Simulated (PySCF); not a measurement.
## C₆ coefficients of unlike pairs at M06

Calculated with PySCF 2.14 from the dipole response of each species, C₆(A,B) = (3/π) ∫ α_A(iu) α_B(iu) du, in atomic units, from isotropic polarisabilities. For ions this is the dispersion term alone; charge-induced terms of lower order in 1/R come first.

| species | configuration | basis | relativity | α (bohr³) | C₆ (like pair) |
| --- | --- | --- | --- | --- | --- |
| N | [He] 2s2 2p3 (4S) | aug-cc-pV5Z (7s6p5d4f3g2h) | none | 7.458 | 24.42 |
| Hg³⁺ | [Xe] 4f14 5d9 (2D) | aug-cc-pVTZ-PP with one added diffuse shell each of s, p, d, f, g type with ECP60MDF (7s7p6d4f3g) | core potential | 5.622 | 32.16 |
| Sc²⁺ | [Ar] 3d1 (2D) | aug-cc-pVTZ with one added diffuse shell each of s, p, d, f, g type (9s8p6d4f3g) | none | 5.164 | 14.56 |

Task: Estimate C₆ for Sc²⁺ with Hg³⁺.

Result: The integral gives 21.29. The combination rule 2 C_A C_B / (C_A α_B/α_A + C_B α_A/α_B) gives 20.63 and the geometric mean 21.64.

No spin-orbit coupling is included.

The other pairs:

| pair | C₆ |
| --- | --- |
| Hg³⁺, N | 26.10 |
| Sc²⁺, N | 18.48 |
